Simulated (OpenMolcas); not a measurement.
Cu2+ with 4 ligands (oxide) in tetrahedral coordination (Td). A charge of +1.5 e stands 2.4 Å behind each ligand. Ligand basis ANO-RCC-VDZP.

```json
{
  "Program": "OpenMolcas",
  "Method": "SS-CASPT2, IPEA 0.25 Eh, imaginary shift 0.1 Eh (closed shells correlated: 3s 3p and the ligand valence shells)",
  "Basis": "ANO-RCC-VTZP [6s5p3d2f1g]",
  "Scalar Hamiltonian": "DKH2, point nucleus",
  "Active space": "9 electrons in 5 orbitals (3d)",
  "State averaging": "2S+1 = 2 even, 5 roots",
  "Spin-orbit coupling": "state interaction with AMFI integrals over the reference wave functions"
}
```

All ligands move together. At R = 1.84 Å |10Dq| is 3709 cm-1, and at R = 1.95 Å it is 3017 cm-1.

Task: A third run gives 2359 cm-1. What distance was it run at?

Result: With a power law R^-n the two known points give n = -ln(3017 / 3709) / ln(1.95 / 1.84) = 3.56. Then R = 1.84 × (3709 / 2359)^(1/3.56) = 2.089 Å. The run was at 2.08 Å, so the estimate is off by +0.009 Å.

Roots that are degenerate in the reference are averaged as groups; the widest CASPT2 spread within a group is 40 cm-1 (the 3-fold group of multiplicity 2 near 0 cm-1 above the lowest state of its run, R = 1.84). Shifts and gaps below about the spread of the groups concerned are not significant. Over all roots computed the reference weight is 0.70 in R = 1.84, 0.71 in R = 1.95, 0.71 in R = 2.08; a low but even weight reflects the number of correlated electrons. An orbital triplet at a regular site is open to Jahn-Teller coupling, which can distort the site and quench the lowest spin-orbit gaps and is left out. The oxide ions are held by bare point charges, a crude embedding. A single d shell leaves out the double-shell effect, which counts most for late 3d ions, where the CASPT2 field can be off either way by tens of per cent. Ligand-to-metal charge-transfer states are missing. With oxide or sulfide held by bare charges the field of late divalent 3d ions can come out several times too small, and g and χT far too large. With one d shell and no ligand orbital active, 10Dq can be off by tens of per cent for divalent 3d ions, low with halides held by bare charges and at times high in hosts. Free-ion shares, where given, are those of the reference states; single-state CASPT2 does not remix them. No measured value stands beside these numbers; the geometry was imposed, not optimised, and the real ion may take another.
